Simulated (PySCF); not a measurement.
## Unknown compound

The spectra below were simulated for a compound C6H5ClO.

1H NMR (300 MHz, computed): δ 7.51 (m, 1H), 7.08 (d, 1H), 7.00 (d, 1H), 6.71 (s, 1H), 4.35 (br s, 1H).

13C{1H} NMR (computed): δ 164.2, 146.2, 136.4, 125.8, 118.8, 117.9.

[PySCF: NMR shieldings at PBE0/pcSseg-1/GIAO; geometry: GFN2-xTB; non-relativistic Hamiltonian; gas phase; a single conformation]

Chemical shifts δ = σref − σ; TMS for 1H, 13C, all at this level.

Which candidate is it?
A. C=C(Cl)C(=O)C#CC
B. Oc1cccc(Cl)c1
C. Oc1ccccc1Cl

Answers

B. 

The formula gives 4 degrees of unsaturation (1 ring in the answer). 6 carbon signals for 6 carbons: no two carbons are equivalent. Carbon types of the structure: 2 × C, 4 × CH, leaving 1 H on heteroatoms. δC 164.2: aromatic carbon bearing oxygen; an ipso carbon deshielded by its heteroatom. δC 146.2: aromatic carbon bearing chlorine. δC 136.4, 125.8, 118.8, 117.9: aromatic CH. δH 7.51, 7.08, 7.00, 6.71: hydrogen on an aromatic CH. δH 4.35: hydrogen on a phenol-type oxygen; labile proton, position sensitive to the medium.

The others: C=C(Cl)C(=O)C#CC would give 3 signals for carbon-bound and other non-exchanging H, not 4; Oc1ccccc1Cl has carbons computed at 159.1, 134.7, 134.3, 128.9, 125.2, 120.7.

OH/NH shifts are gas-phase values; hydrogen bonding in solution moves them, usually downfield. Carbons that carry Cl, above all several Cl atoms, come out too deshielded, partly because spin–orbit coupling is missing. Shifts are as computed. Against solution values, carbons near 30 ppm lie about +3 ppm off and those near 130 ppm about +5 ppm; carbons on Cl a further +6 ppm. Of 1211 compounds with measured shifts, 218 miss one by over three times the rms of a fit or turn the order of signals round; such compounds aren't used in these exercises. Multiplicities follow the n + 1 count of equivalent neighbours, as no J values were calculated; m marks all less simple cases, F and P coupling included.
